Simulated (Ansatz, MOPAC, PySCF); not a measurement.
System: CNO, charge -1, multiplicity 1. SMILES: [N-]=C=O
Geometry: optimised at B3LYP-D3(BJ)/def2-TZVP (Ansatz, a program for electronic structure).

Unscaled harmonic wavenumbers (cm⁻¹) in rising order, each level at the stationary point that it reaches from this structure (no distance between atoms moves by over 0.3 Å); the order of modes can differ between levels, and a negative number is imaginary. B3LYP-D3(BJ)/def2-TZVP (PySCF, at the structure above): 638, 638, 1254, 2214.

AM1 (MOPAC): 549, 549, 1455, 2522. Zero-point energy 7.3 against 6.8 kcal/mol; where all levels lie over 400 cm⁻¹, the wavenumbers are on average 1.005 times those of B3LYP-D3(BJ)/def2-TZVP.

PM3 (MOPAC): 499, 499, 1364, 2325. Zero-point energy 6.7 against 6.8 kcal/mol; where all levels lie over 400 cm⁻¹, the wavenumbers are on average 0.925 times those of B3LYP-D3(BJ)/def2-TZVP.

PM7 (MOPAC): 549, 549, 1376, 2402. Zero-point energy 7.0 against 6.8 kcal/mol; where all levels lie over 400 cm⁻¹, the wavenumbers are on average 0.975 times those of B3LYP-D3(BJ)/def2-TZVP.

B3LYP/6-31G* (Ansatz): 609, 609, 1262, 2256. Zero-point energy 6.8 against 6.8 kcal/mol; where all levels lie over 400 cm⁻¹, the wavenumbers are on average 0.983 times those of B3LYP-D3(BJ)/def2-TZVP.
